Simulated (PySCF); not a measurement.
MgCl, SMILES [Cl][Mg+], charge +1. Coordinates come from a PBE-D3(BJ)/def2-TZVPD optimisation. The multiplicity is an assumed one; other spin states were not compared.

Task: Give the equilibrium geometry at PBE-D3(BJ)/def2-TZVPD (PySCF confirms it by a frequency run) as Cartesian coordinates in Å, and its point group. (An estimate is asked for; the answer gives what the named calculation found.)

Result: point group C∞v.
```xyz
2

Mg     0.0000     0.0000    -1.2452
Cl     0.0000     0.0000     0.8790
```
Charge +1, spin multiplicity 1.
